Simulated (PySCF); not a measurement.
Correlation energy of Ni (nickel, neutral)

[Ar] 3d9 4s1, high-spin 3D determinant (an excited configuration). All numbers are calculated (PySCF 2.14, the spin-free X2C one-electron Hamiltonian (Gaussian nucleus), in x2c-TZVPPall). Frozen: [Ne]; 18 electrons correlated.

| level | correlation energy (mhartree) |
| --- | --- |
| CCSD | -679.35 |
| (T) | -20.36 |
| CCSD(T) | -699.71 |

Diagnostics: T1 = 0.020, D1 = 0.0638, largest double amplitude 0.028.

Question: Is a single reference adequate?

Answer: Yes: T1 lies below 0.03 and no double amplitude reaches 0.07.

This basis was not built for core-valence correlation, so the inner-shell part is incomplete.
